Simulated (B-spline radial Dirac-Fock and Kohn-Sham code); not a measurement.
# Binding energies of Cr⁶⁺ at several levels of theory

System: chromium as Cr⁶⁺, [Ne] 3s2 3p6.

The density-functional columns are spherical, spin-unpolarised Dirac-Kohn-Sham results without Breit or QED terms: −ε is minus the orbital energy of the initial state and ΔSCF the difference of two total energies. The reference in the last column comes from Dirac-Fock ΔSCF + Breit + QED. All numbers are from a radial atomic solver, in eV; a selection of levels is shown. The Kohn-Sham columns are given as differences from the reference.

```
     level  PBE −ε − DF  PBE ΔSCF − DF  LDA −ε − DF  LDA ΔSCF − DF  Dirac-Fock
    K (1s)       -127.9          +23.2       -141.9           +8.7      6121.0
   L1 (2s)        -49.8          -18.1        -51.2          -19.5       834.0
L2 (2p1/2)        -35.9           +0.3        -36.2           +0.1       719.3
L3 (2p3/2)        -36.1           -0.3        -36.4           -0.5       710.8
   M1 (3s)        -18.4           -5.7        -18.9           -6.2       197.1
M2 (3p1/2)        -10.8           +1.7        -10.8           +1.6       160.3
M3 (3p3/2)        -10.8           +1.6        -10.9           +1.5       159.0
```

For the outermost level NIST gives 160.29 ± 0.06 eV (semi-empirical); the differences from it are PBE −ε -12.10, PBE ΔSCF +0.30, LDA −ε -12.14, LDA ΔSCF +0.25, Dirac-Fock -1.27 eV.

Values without a named source are computed, but for edge energies of neutral atoms, which are taken from tables.
